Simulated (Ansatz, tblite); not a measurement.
Cost and result up the ladder for InH2(OMe) (CH5InO) (8 atoms). Total charge 0; singlet. Geometry: B3LYP-D4/def2-TZVP.

```xyz
8

In   -1.681   -0.334    0.243
H    -1.232   -1.461    1.460
H    -3.133    0.236   -0.451
O    -0.092    0.554   -0.590
C     1.247    0.298   -0.234
H     1.729    1.221    0.112
H     1.807   -0.063   -1.104
H     1.355   -0.451    0.564
```

Ansatz on 4 threads of Arm Neoverse V1 on a shared host; xTB runs through tblite on one thread. Times are rough, summed over both states, and most runs start from the orbitals of an earlier one. No level here is sound enough to serve as a yardstick. The other state is a triplet.

In the def2 sets In takes a core potential; there is no spin–orbit coupling. The xTB rows come from tblite. HOMO above LUMO, or a gap near zero within one spin, warns that the state may not be the lowest or that an electron is smeared out.

xTB has no spin-polarisation term.

| level | functions | wall time |
| --- | --- | --- |
| GFN2-xTB | 22 | 0.006 s |
| GFN1-xTB | 27 | 0.008 s |
| PBE-D4/def2-TZVP (with forces) | 142 | 3.7 s |
| r2SCAN-D4/def2-TZVP | 142 | 11 s |

(1) Estimate what each level gives for the vertical triplet (eV).

Answers

(1) 
```tsv
level	vertical triplet (eV)	remarks
GFN2-xTB	4.22	–
GFN1-xTB	6.83	–
PBE-D4/def2-TZVP (with forces)	4.26	gap within one spin near zero (triplet)
r2SCAN-D4/def2-TZVP	4.27	–
```
